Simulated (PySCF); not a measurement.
## How methods differ on the ionisation energy of Mn⁺

Mn⁺ [Ar] 3d5 4s1 (7S) → Mn²⁺ [Ar] 3d5 (6S), as a difference of total energies. Calculation: PySCF 2.14, in 6-31G* (5s4p2d1f, 34 functions); the non-relativistic Hamiltonian (point nucleus). Correlated levels: valence: [Ar] frozen. The calculations carry no spin-orbit coupling.

Question: Order these methods by the ionisation energy they give, lowest first.
A. SCS-MP2 (valence)
B. TPSS
C. UHF
D. MP2 (valence)

Answer: C (14.557 eV), A (14.629 eV), D (14.774 eV), B (15.403 eV).

These non-relativistic numbers lack the scalar-relativistic shift.

Errors of the correlated levels include the incompleteness of this basis and the frozen core.

For comparison: 15.640 eV (measured; NIST Atomic Spectra Database, ionization energies).
